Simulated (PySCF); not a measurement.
germanium monotelluride cation (GeTe), SMILES [Ge]=[Te] (connectivity only; charge and spin as stated), charge +1, multiplicity 2. The structure is a stationary point at PBE-D3(BJ)/def2-TZVP. The multiplicity is an assumed one; other spin states were not compared. The def2 effective core potentials stand for the cores of Te; spin–orbit coupling is left out.

Computed with PBE-D3(BJ)/def2-TZVP (PySCF).

Harmonic wavenumbers (cm⁻¹): 259. Rotational constants (GHz): 1.724 (linear); symmetry number 1.

Q: Work out the zero-point energy and the ideal-gas rigid-rotor harmonic-oscillator thermochemistry at 298.15 K and 1 atm.

A: ZPE = ½ Σ hcν = ½ × 259 cm⁻¹ = 0.37 kcal/mol. H − E(el) = 2.74 kcal/mol. Entropy in cal/(mol K): translation 41.79, rotation 18.26, vibration 1.67, spin 1.38, total 63.10. G − E(el) = -16.07 kcal/mol. Cp = 8.70 cal/(mol K).
